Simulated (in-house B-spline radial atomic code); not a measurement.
A run on Si (an excited or competing configuration) that did not converge. Method: scalar-relativistic (X2C) TPSSh, spin-polarised, spherical fractional occupations, exact exchange averaged over the configuration, Fermi nucleus of rms radius 3.1224 fm; computed with an all-electron radial atomic-structure program (B-spline basis).

Command:
```bash
python run_scf.py task.json out
```
Settings (nuclear radius in fm, mass in u):
```
Z                14
configuration    [Ne] 3s2 3p1 4d1
hamiltonian      x2c
method           tpssh
spin_polarised   True
nucleus          fermi
rms_radius       3.1224
atomic_mass      27.97693
speed_of_light   137.035999084
exact_exchange   averaged over the configuration
```

First and last ten iterations of the last attempt (damped for 15 steps, keeping 80 % of the old Fock matrix, then DIIS):
```
 iter        energy (Eh)    residual
    1        -289.736941    1.98e-02
    2        -289.738248    1.30e-03
    3        -289.738291    1.04e-03
    4        -289.738323    8.36e-04
    5        -289.738349    6.68e-04
    6        -289.738370    5.30e-04
    7        -289.738387    4.19e-04
    8        -289.738400    3.30e-04
    9        -289.738411    2.77e-04
   10        -289.738419    2.31e-04
  111        -289.738455    6.25e-07
  112        -289.738455    6.21e-07
  113        -289.738455    6.18e-07
  114        -289.738455    6.19e-07
  115        -289.738455    6.18e-07
  116        -289.738455    6.18e-07
  117        -289.738455    6.18e-07
  118        -289.738455    8.37e-07
  119        -289.738455    8.32e-07
  120        -289.738455    8.32e-07
 not converged after 120 iterations
```

The smallest residual met was 2.4e-07; the threshold is about 1e-07. Over the last five steps the energy moves by less than 1e-08 hartree, but the orbitals didn't meet the threshold. Cost of the run: 7.1 s on 1 thread of Intel(R) Xeon(R) Platinum 8259CL CPU @ 2.50GHz, with other jobs on the host.
